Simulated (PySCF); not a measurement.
ReO2F3, SMILES [Re](=[O])(=[O])([F])([F])[F], multiplicity 1. Geometry optimised at B3LYP-D3(BJ)/def2-SVP. The spin state was assumed, not searched. The def2 effective core potentials stand for the cores of Re; spin–orbit coupling is left out.

Give the equilibrium geometry at B3LYP-D3(BJ)/def2-SVP (PySCF confirms it by a frequency run) as a Z-matrix, and its point group. (The exact figures need the calculation; the answer reports its results.)

point group C2v.
```
Re
O 1 1.6859
O 1 1.6859 2 108.56
F 1 1.8648 2 95.33 3 97.46
F 1 1.8648 2 95.33 4 165.08
F 1 1.8797 2 125.72 4 82.54
```
